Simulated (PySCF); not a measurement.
Correlation energy of Al (aluminium, neutral)

[Ne] 3s1 3p1 4s1, high-spin 4P determinant (an excited configuration). All numbers are calculated (PySCF 2.14, the non-relativistic Hamiltonian (point nucleus), in aug-cc-pV(D+d)Z (5s4p3d, 32 functions)). Frozen: [Ne]; 3 electrons correlated.

```
  level  correlation energy (mhartree)
   CCSD                         -10.19
    (T)                          -0.07
CCSD(T)                         -10.26
  CCSDT                         -10.32
    FCI                         -10.32
```

Diagnostics: T1 = 0.012, D1 = 0.0290, largest double amplitude 0.043, weight of the Hartree-Fock determinant in FCI 0.9758 (2925 determinants).

Question: Is a single reference adequate?

Answer: Yes: T1 lies below 0.03 and no double amplitude reaches 0.07.
